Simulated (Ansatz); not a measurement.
C2H3N3, triplet (typed; the unrestricted solution is spin-contaminated), at a GFN2-xTB geometry (a higher spin typed on purpose: for a closed-shell molecule this is an excited state); MP2/STO-3G run with Ansatz (a first-principles code).

Ansatz was given this input:
Ansatz 0.2 input:
```yaml
crystal:
  periodic: [false, false, false]
  atoms:
    - {symbol: C, position_ang: [1.17101317, 0.00475057, -0.09247031]}
    - {symbol: N, position_ang: [0.44636478, 1.08338049, -0.11598651]}
    - {symbol: C, position_ang: [-0.85666527, 0.74776666, 0.09263815]}
    - {symbol: N, position_ang: [-0.94222099, -0.66666020, 0.20744920]}
    - {symbol: N, position_ang: [0.37784307, -1.08306690, 0.01405913]}
    - {symbol: H, position_ang: [2.22920053, -0.05749973, -0.21574880]}
    - {symbol: H, position_ang: [-1.68090099, 1.38200876, -0.14596717]}
    - {symbol: H, position_ang: [-1.60829484, -1.17518597, -0.37794388]}
basis:
  gaussian:
    orbitals: STO-3G
magnetization: {spin_polarized: true, initial_magnetization: 2}
correlation: {method: mp2, electrons: outside_noble_gas}
accuracy: high
```

### Question
What does Ansatz print? Leave out banner, timings and long lists.

### Answer

```
Functional definition: HF
595 factors; integrals over basis functions are off by at most 3.5e-9 eV
mean field evaluation 1: about -6462.3407 eV, gradient 1.8e1 eV
mean field evaluation 2: about -6462.6398 eV, gradient 1.8e1 eV
mean field evaluation 4: about -6465.6088 eV, gradient 3.5e0 eV
mean field evaluation 8: about -6466.0548 eV, gradient 6.3e-1 eV
mean field evaluation 16: about -6466.2111 eV, gradient 1.7e-4 eV
mean field evaluation 32: about -6466.2545 eV, gradient 1.2e-8 eV
mean field evaluation 64: about -6460.3909 eV, gradient 9.0e0 eV
mean field -6466.25454174 eV, -237.6304714241 hartree, gradient 1.2e-8 eV, S^2 2.265088; 10 other end points of the search recorded, 0 dependent functions left out
5 core orbitals not correlated
reference -6466.25454174 eV, -237.6304714241 hartree; 14, 12 occupied and 9, 11 virtual orbitals, 595 factors
second order -5.30774299 eV of doubles, -0.00000000 eV of singles
Total energy: -6471.56228473 eV, -237.8255273814 hartree
```
